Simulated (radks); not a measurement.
Problem. Radial electron density D(r) = 4 pi r^2 rho(r) of an atom or ion with 36 electrons. All-electron calculation, scalar-relativistic Kohn-Sham, PBE, spin-polarised, spherical densities, finite nucleus; Fermi nuclear charge, rms radius of each element as measured or else 0.836 A^(1/3) + 0.57 fm. Program: a radial shooting solver on a logarithmic mesh with Libxc functionals.

r (bohr),D(r) (e/bohr)
0.002894,3.902
0.003316,4.908
0.003769,6.064
0.004283,7.456
0.004907,9.234
0.005578,11.22
0.00639,13.70
0.007263,16.40
0.008254,19.45
0.009457,23.06
0.01075,26.75
0.01222,30.62
0.014,34.79
0.01591,38.56
0.01822,42.15
0.02071,44.88
0.02354,46.73
0.02697,47.54
0.03065,47.16
0.03512,45.68
0.03991,43.62
0.04537,41.49
0.05197,39.90
0.05907,39.74
0.06714,41.33
0.07692,44.92
0.08742,49.47
0.1002,54.23
0.1138,57.14
0.1294,57.27
0.1482,53.85
0.1685,47.96
0.1915,41.22
0.2194,35.55
0.2493,33.38
0.2856,34.76
0.3246,38.10
0.369,40.98
0.4227,41.05
0.4805,37.33
0.5505,30.17
0.6256,22.38
0.711,15.56
0.8146,10.71
0.9259,8.486
1.052,7.761
1.206,7.497
1.37,6.936
1.57,5.743
1.784,4.257
2.028,2.778
2.323,1.526
2.641,0.7522
3.001,0.3197
3.438,0.1073
3.908,0.03151
4.477,0.006736
5.089,0.001223

What is the nuclear charge?

Solution. Z = 38. The innermost maximum, from 1s, lies near gamma/Z bohr with gamma = sqrt(1 - (Z/c)^2) = 0.961, here 0.0253 bohr (found: 0.0274), and its height grows with Z. The density is that of the strontium ion Sr2+ in [Kr]; the configuration itself is not fixed sharply by these data, and Z only to a few units. D(r) has 3 maxima, at r = 0.0274, 0.122, 0.397 bohr, and minima at 0.0563, 0.253 bohr, inside which lie 2.06, 11.06 electrons.
